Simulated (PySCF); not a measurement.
**Complete the spectrum of C7H13BO2**

Compound: C₇H₁₃BO₂.
Geometry (PBE0-D3(BJ)/def2-SVP, Å), atoms numbered from 1 in this order:
```xyz
23
C7H13BO2 angstrom
C      3.416    0.543   -0.176
C      2.173    0.069   -0.082
C      1.086    0.664    0.760
C      0.491   -0.356    1.746
C     -0.509   -1.184    0.924
C     -0.919   -0.287   -0.274
B     -2.473   -0.104   -0.493
O     -3.337   -1.043   -0.027
O     -3.007    0.974   -1.145
C     -0.150    1.037   -0.074
H      4.166    0.061   -0.808
H      3.730    1.432    0.381
H      1.905   -0.828   -0.657
H      1.493    1.542    1.287
H      1.265   -0.969    2.233
H     -0.034    0.194    2.544
H     -0.047   -2.117    0.570
H     -1.378   -1.485    1.526
H     -0.550   -0.757   -1.206
H     -4.250   -0.815   -0.235
H     -2.339    1.605   -1.428
H      0.124    1.530   -1.022
H     -0.755    1.758    0.505
```

The calculation used TDDFT CAM-B3LYP/def2-SVPD, vertical, gas phase, core orbitals frozen in the response in PySCF.

Orbital energies (eV): HOMO-3 -10.64, HOMO-2 -10.34, HOMO-1 -9.83, HOMO -8.67, LUMO 0.60, LUMO+1 1.36, LUMO+2 1.55.

Lowest singlets, with some entries withheld (?).

| state | E (eV) | f | main configurations (H = HOMO, L = LUMO) |
| --- | --- | --- | --- |
| S1 | 7.10 | 0.058 | H→L (46%), H→L+3 (35%) |
| S2 | 7.31 | 0.455 | H→L+1 (77%) |
| S3 | 7.48 | 0.015 | H→L+3 (37%), H→L+2 (24%), H-1→L (10%) |
| S4 | 7.53 | 0.060 | H-1→L (24%), H→L+5 (24%), H→L+4 (23%) |
| S5 | 7.82 | 0.0011 | H-1→L (27%), H-2→L+1 (18%), H→L (17%) |
| S6 | ? | ? | ? |
| S7 | 8.10 | 0.0031 | H→L+5 (24%), H→L+4 (24%) |
| S8 | 8.18 | 0.0006 | H-5→L (36%), H-4→L (21%), H-6→L (12%) |
| S9 | ? | ? | ? |
| S10 | 8.43 | 0.0011 | H→L+5 (16%), H-1→L+3 (15%), H→L+2 (11%) |

Question: What stands in place of each question mark?

Answer: 
- S6: E = 7.89 eV; f = 0.0063; H-2→L+1 (40%), H-1→L (19%)
- S9: E = 8.33 eV; f = 0.0087; H→L+4 (19%), H→L+2 (12%), H→L+6 (12%)

Question: How far apart are S1 and S6, in eV and cm⁻¹?

Answer: 7.885 − 7.101 = 0.784 eV, or about 6320 cm⁻¹.

Question: What is the mean static polarisability from the same response equations?

Answer: 101.6 au (15.06 Å³), with principal values 84.8, 93.5 and 126.6 au.

Question: Where do the lowest triplets lie (Tamm–Dancoff)?

Answer: T1 4.37 eV, H→L+1 (73%), H→L+4 (9%); T2 6.98 eV, H→L+3 (41%), H→L (34%); T3 7.32 eV, H-1→L (33%), H→L+5 (19%), H-1→L+3 (8%); T4 7.39 eV, H→L+2 (22%), H→L+3 (18%), H-2→L+1 (18%). E(S1) − E(T1) = +2.74 eV.

The vertical ionisation energy (ΔSCF) is 9.43 eV, 1.01 eV above S10.

Time: 7.4 min of wall time. Hardware: Arm Neoverse V1, one thread, shared host.

One conformer stands for the species.
